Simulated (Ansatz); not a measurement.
The cluster CoO₂⁻, relaxed as a singlet with RKS r2SCAN-D4/def2-TZVPD in Ansatz, starting from the GFN1-xTB geometry. Force threshold 0.02 eV/Å.

The restricted singlet is unstable: a solution with broken spin symmetry lies lower. The highest occupied level of the charge -1 singlet lies above zero (up to 0.16 eV). Its loss leaves the charge 0 doublet, which lies 2.78 eV higher (vertical, at r2SCAN-D4/def2-TZVPD), but this difference is unsure: the doublet is doubtful (geometry relaxed on an unsound state). The relaxation made no stability test and no search for a lower SCF solution. At r2SCAN-D4/def2-TZVPD a quintet of charge -1 lies 0.36 eV below the restricted singlet, each at its own geometry. The structure comes from a short search, and lower isomers may exist.

Start:

```
atom   x (Å)   y (Å)   z (Å)
 Co1   0.000   0.000   0.000
  O2  -1.344  -0.382   0.503
  O3   1.344   0.382  -0.503
```

| step | energy (eV) | largest force component (eV/Å) | SCF passes |
| --- | --- | --- | --- |
| 1 | -41720.4906 | 5.206 | 19 |
| 2 | -41721.0966 | 2.058 | 23 |
| 3 | -41721.2431 | 0.389 | 23 |
| 4 | -41721.2497 | 0.012 | 25 |

Force components are those of the run's own axes.

End:

```xyz
3

Co    0.000    0.000    0.000
O    -1.449   -0.412    0.542
O     1.449    0.412   -0.542
```

By distances, no bond broke or formed. The bond that changes most is Co1–O2, from 1.49 to 1.60 Å (atoms count from 1).

No frequencies were taken in this run, so the end may be a saddle point.

Run time 7 s (4 threads of Arm Neoverse N1 on a shared host).
